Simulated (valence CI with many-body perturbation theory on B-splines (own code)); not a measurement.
# Energy levels of Au71+

Computed by valence CI with perturbative core correlation (CI+MBPT): six valence electrons over a frozen Dirac-Fock core [He], radial functions for each j: 9 s, 9 p, 8 d, 6 f, 3 g, 1 h, with the one-electron correlation potential Σ1 (screened to all orders), the two-electron term Σ2, the three-electron term Σ3, Breit, model QED; selected single and double excitations, second order for the rest, scaled by the run's own slope (own B-spline code, finite nucleus).

No measured spectrum was set against this ion. As an estimate, large intervals hold to a few tenths of a per cent, small ones and those within an open d or f shell to about a per cent. Among the levels kept, up to 1900 cm⁻¹ of a level comes from second order outside the variational space, and about a tenth of that is noise between levels of different J, which matters for small intervals.

Levels 46 to 50 of 50, with energies above the lowest level, (2s^2 2p1/2^2 2p3/2^2) J=2. "Leading %" is the weight of the configuration and term that name the level; weights of strongly mixed levels are sums over their largest components and can fall short, and the name can then belong to a minority configuration. In the jj column 3d3/2^4 stands for four electrons in 3d with j = 3/2. Lifetimes count E1, E2, E3, M1 and M2 decay at the calculated energies, and are blank where another channel may lead or the interval is too uncertain; long ones can be off by a factor of two.

| No. | Configuration | Term | J | E (× 10³ cm⁻¹) | Leading % | Leading jj | Second component | Lifetime |
| --- | --- | --- | --- | --- | --- | --- | --- | --- |
| 46 | 2s.2p4.3s | 1S | 0 | 99190 | 65 | 2s 2p1/2^2 2p3/2^2 3s (100 %) | 35 % 2s.2p4.3s 3P | 5.75 fs |
| 47 | 2s.2p4.3p | 3P° | 1 | 99983 | 50 | 2s 2p1/2^2 2p3/2^2 3p1/2 (99 %) | 21 % 2s.2p4.3p 1P° | 1.41 fs |
| 48 | 2s.2p4.3p | 3P° | 1 | 99986 | 33 | 2s 2p1/2^2 2p3/2^2 3p1/2 (99 %) | 17 % 2s.2p4.3p 3D° | 1.31 fs |
| 49 | 2s.2p4.3p | 3P° | 0 | 99990 | 76 | 2s 2p1/2^2 2p3/2^2 3p1/2 (100 %) | 20 % 2s.2p4.3p 5D° | 42.0 fs |
| 50 | 2s.2p4.3p | 3D° | 2 | 100000 | 30 | 2s 2p1/2^2 2p3/2^2 3p1/2 (99 %) | 26 % 2s.2p4.3p 3F° | 2.10 fs |

Where two levels of one J and parity lie close, their mixing, g and order are uncertain.
